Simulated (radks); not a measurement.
The numbers below are computed, except where a source is named.
Valence configurations of neutral osmium (all share [Xe]). Code: a radial shooting solver on a logarithmic mesh with Libxc functionals. Model: Dirac Kohn-Sham, BLYP, spin-unpolarised, spherical densities, finite nucleus; open shells fill j = l - 1/2 first; Fermi nuclear charge, rms radius 5.4126 fm. Energies are relative to 4f14 5d6 6s2; eigenvalues in eV.

valence               E (eV)  e(4f5/2)  e(4f7/2)  e(5d3/2)  e(5d5/2)  e(6p1/2)
4f14 5d6 6s2           0.000   -52.800   -49.994    -6.562    -5.528         -
4f14 5d6 6s1.5 6p0.5   2.223   -53.538   -50.733    -7.251    -6.206    -1.991
4f14 5d6.5 6p1.5       6.954   -53.671   -50.866    -7.696    -6.667    -2.456
4f14 5d6 6p2           9.275   -55.482   -52.676    -9.027    -7.951    -2.871
4f14 5d4 6s2 6p2      11.651   -61.040   -58.232   -12.578         -    -3.544
4f13.5 5d6 6s2 6p0.5  25.799   -59.894   -57.037    -8.722    -7.569    -2.162
4f13 5d7 6s2          48.944   -62.943   -60.035    -7.715    -6.542         -
4f13 5d6 6s2 6p1      54.921   -67.240   -64.331   -10.974    -9.703    -2.672
4f12 5d8 6s2          107.12   -73.508   -70.495    -8.878    -7.567         -
4f12 5d7 6s2 6p1      114.24   -78.044   -75.030   -12.364   -10.954    -2.695

NIST lists [Xe] 4f14 5d6 6s2 as the ground configuration; this level of theory agrees among the configurations tried. The energies are those of spherical spin-averaged densities, not of single terms.
